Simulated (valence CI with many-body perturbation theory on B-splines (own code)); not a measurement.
The numbers below are computed, except where a source is named.
Energy levels of Pb42+

Method: valence CI with perturbative core correlation (CI+MBPT): four valence electrons over a frozen Dirac-Fock core [Kr], a basis of 7 s, 7 p, 8 d, 6 f, 4 g, 1 h functions for each j, with the one-electron correlation potential Σ1 (screened to all orders), the two-electron term Σ2, the three-electron term Σ3, Breit, model QED; selected single and double excitations, second order for the rest, scaled by the run's own slope (own B-spline code, finite nucleus).

No measured spectrum was set against this ion. As an estimate, large intervals hold to a few tenths of a per cent, small ones and those within an open d or f shell to about a per cent. Only levels of the ground parity were solved; by the run's estimate the other parity begins above the list, which can be wrong where configurations are misplaced.

Levels 1 to 31 of 31, with energies above the lowest level, (4d3/2^4) J=0. "Leading %" is the weight of the configuration and term that name the level; weights of strongly mixed levels are sums over their largest components and can fall short, so below about 35 % the name and the second component can differ from the true leading terms, or belong to a minority configuration. In the jj column 3d3/2^4 stands for four electrons in 3d with j = 3/2.

```
No.  Configuration  Term  J  E (eV)  Leading %               Leading jj  Second component
  1            4d⁴    ³P  0    0.00         60           4d3/2^4 (99 %)       26 % 4d⁴ ⁵D
  2            4d⁴    ⁵D  1   27.42         57     4d3/2^3 4d5/2 (99 %)       42 % 4d⁴ ³P
  3            4d⁴    ³F  4   33.20         28     4d3/2^3 4d5/2 (99 %)       24 % 4d⁴ ¹G
  4            4d⁴    ⁵D  2   34.13         33     4d3/2^3 4d5/2 (95 %)       18 % 4d⁴ ³D
  5            4d⁴    ³F  3   35.60         30     4d3/2^3 4d5/2 (96 %)       20 % 4d⁴ ³G
  6            4d⁴    ⁵D  0   58.89         66   4d3/2^2 4d5/2^2 (98 %)       22 % 4d⁴ ¹S
  7            4d⁴    ⁵D  2   59.12         53   4d3/2^2 4d5/2^2 (96 %)       14 % 4d⁴ ³F
  8            4d⁴    ³H  4   60.47         40   4d3/2^2 4d5/2^2 (98 %)       35 % 4d⁴ ⁵D
  9            4d⁴    ⁵D  3   61.02         49   4d3/2^2 4d5/2^2 (95 %)       31 % 4d⁴ ³G
 10            4d⁴    ³H  5   63.15         66  4d3/2^2 4d5/2^2 (100 %)       33 % 4d⁴ ³G
 11            4d⁴    ¹I  6   64.80         53   4d3/2^2 4d5/2^2 (99 %)       46 % 4d⁴ ³H
 12            4d⁴    ³D  1   64.92         42   4d3/2^2 4d5/2^2 (97 %)       40 % 4d⁴ ³P
 13            4d⁴    ³F  3   66.48         45   4d3/2^2 4d5/2^2 (98 %)       23 % 4d⁴ ³D
 14            4d⁴    ³G  4   66.95         54   4d3/2^2 4d5/2^2 (98 %)       39 % 4d⁴ ¹G
 15            4d⁴    ³F  2   67.51         33   4d3/2^2 4d5/2^2 (98 %)       29 % 4d⁴ ³D
 16            4d⁴    ³F  2   73.09         51   4d3/2^2 4d5/2^2 (97 %)       29 % 4d⁴ ³P
 17            4d⁴    ³F  4   75.18         65   4d3/2^2 4d5/2^2 (97 %)       28 % 4d⁴ ¹G
 18            4d⁴    ¹D  2   80.54         44   4d3/2^2 4d5/2^2 (95 %)       29 % 4d⁴ ³P
 19            4d⁴    ³P  0   87.50         55   4d3/2^2 4d5/2^2 (87 %)       45 % 4d⁴ ¹S
 20            4d⁴    ⁵D  4   92.12         39     4d3/2 4d5/2^3 (96 %)       24 % 4d⁴ ³H
 21            4d⁴    ³F  3   92.55         42     4d3/2 4d5/2^3 (98 %)       31 % 4d⁴ ⁵D
 22            4d⁴    ³D  1   94.77         48     4d3/2 4d5/2^3 (98 %)       29 % 4d⁴ ³P
 23            4d⁴    ³G  5   95.58         66    4d3/2 4d5/2^3 (100 %)       33 % 4d⁴ ³H
 24            4d⁴    ³H  6   96.11         53     4d3/2 4d5/2^3 (99 %)       46 % 4d⁴ ¹I
 25            4d⁴    ³F  2   98.96         46     4d3/2 4d5/2^3 (96 %)       38 % 4d⁴ ³P
 26            4d⁴    ³D  3   99.90         36     4d3/2 4d5/2^3 (98 %)       31 % 4d⁴ ¹F
 27            4d⁴    ¹S  0  103.14         74     4d3/2 4d5/2^3 (84 %)       20 % 4d⁴ ³P
 28            4d⁴    ³P  1  106.10         88     4d3/2 4d5/2^3 (98 %)        9 % 4d⁴ ³D
 29            4d⁴    ³F  3  106.24         64     4d3/2 4d5/2^3 (99 %)       33 % 4d⁴ ¹F
 30            4d⁴    ¹G  4  106.85         64     4d3/2 4d5/2^3 (98 %)       24 % 4d⁴ ³F
 31            4d⁴    ¹D  2  108.23         60     4d3/2 4d5/2^3 (92 %)       26 % 4d⁴ ³P
```

The ionisation energy to 4d³ ⁴F3/2 of the next ion comes out as 2102.4 eV (NIST: 2101 ± 4 eV (theoretical)). All 31 levels together are meant to be complete up to 112.56 eV.
